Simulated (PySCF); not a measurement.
## Radial density of Mn+ (manganese, charge +1)

wB97M-V, [Ar] 3d6, high-spin 5D determinant (an excited configuration). Computed with PySCF 2.14 in aug-cc-pVDZ-DK (7s6p4d2f, 59 functions), with scalar relativity by spin-free X2C-1e.

```
r (bohr)  4πr²ρ (e/bohr)  4πr²(ρα − ρβ)
 0.00108          0.2153         0.0000
 0.00182          0.5448         0.0000
 0.00306           1.350         0.0000
 0.00515           3.227         0.0000
 0.00867           7.254         0.0001
  0.0146           14.63         0.0002
  0.0245           24.45         0.0004
  0.0413           30.09         0.0009
  0.0694           25.39         0.0043
   0.117           24.78         0.0307
   0.196           33.20         0.2051
   0.330           18.73         0.9967
   0.555           12.67         2.6206
   0.934           13.14         3.0083
    1.57           3.664         1.4277
    2.64          0.5119         0.2738
    4.45         0.04325         0.0146
    7.48       0.0003767         0.0000
```

Densities and radii are taken from the X2C orbitals without a picture-change correction, which distorts them close to the nucleus.
